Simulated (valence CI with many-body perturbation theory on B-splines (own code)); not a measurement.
The numbers below are computed, except where a source is named.
**Ladder of approximations for Te XXXII**

Level of theory: relativistic CI+MBPT: three valence electrons over a frozen Dirac-Fock core [Ar], radial functions for each j: 9 s, 9 p, 10 d, 8 f, 5 g, 3 h, 1 i, with the one-electron correlation potential Σ1 (screened to all orders), the two-electron term Σ2, the three-electron term Σ3, Breit, model QED; selected single and double excitations, second order for the rest (own B-spline code, finite nucleus).

No measured spectrum was set against this ion. As an estimate, large intervals hold to a few tenths of a per cent, small ones and those within an open d or f shell to about a per cent. Only levels of the ground parity were solved; by the run's estimate the other parity begins above the list, which can be wrong where configurations are misplaced.

Each rung adds one term. CI alone is the Dirac-Coulomb CI over the frozen core; QED comes last and gives the full result, which names the levels. Energies are above (3d3/2^3) J=3/2 on the same rung, in eV.

Levels are named by their leading jj configuration (3d3/2^4 stands for four electrons in 3d with j = 3/2), which in mixed levels can hold well under half, so a name can repeat and another be missing. Letters in brackets count levels of one name in rising energy.

```
                    Level  CI alone    + Σ1    + Σ2    + Σ3  + Breit    Full
(3d3/2^2 3d5/2) J=5/2 [a]     8.810   8.894   9.094   9.118    8.675   8.709
    (3d3/2^2 3d5/2) J=7/2    13.938  14.044  14.204  14.212   13.447  13.489
    (3d3/2^2 3d5/2) J=3/2    14.525  14.601  14.266  14.379   14.079  14.107
    (3d3/2^2 3d5/2) J=9/2    15.930  16.027  16.171  16.149   15.256  15.294
    (3d3/2^2 3d5/2) J=1/2    17.187  17.275  16.815  16.946   16.537  16.570
(3d3/2 3d5/2^2) J=7/2 [a]    24.795  24.959  25.123  25.080   24.175  24.239
(3d3/2^2 3d5/2) J=5/2 [b]    25.963  26.104  25.714  25.742   25.087  25.140
    (3d3/2 3d5/2^2) J=9/2    26.285  26.464  26.737  26.773   25.589  25.659
(3d3/2 3d5/2^2) J=3/2 [a]    29.754  29.934  29.696  29.650   28.919  28.989
    (3d3/2 3d5/2^2) J=1/2    31.278  31.463  31.066  31.273   30.455  30.526
   (3d3/2 3d5/2^2) J=11/2    32.984  33.173  33.393  33.422   32.005  32.077
(3d3/2 3d5/2^2) J=5/2 [a]    35.681  35.873  35.409  35.263   34.321  34.393
(3d3/2 3d5/2^2) J=5/2 [b]    37.895  38.064  37.448  37.518   36.854  36.914
(3d3/2 3d5/2^2) J=7/2 [b]    39.806  39.995  39.411  39.493   38.435  38.503
          (3d5/2^3) J=9/2    40.704  40.975  41.256  41.215   39.722  39.828
          (3d5/2^3) J=3/2    43.353  43.609  43.319  43.451   42.372  42.471
(3d3/2 3d5/2^2) J=3/2 [b]    55.893  56.130  55.151  55.155   54.301  54.384
          (3d5/2^3) J=5/2    58.161  58.434  57.783  57.798   56.722  56.821
```

(1) How does the ionisation energy move along the ladder, and which term matters most?

Answers

(1) CI alone 1882.2, + Σ1 1884.8, + Σ2 1890.1, + Σ3 1890.2, + Breit 1889.1, + QED 1889.2 eV. The largest step is Σ2, 5.3 eV. NIST lists 1889 ± 4 eV (theoretical).
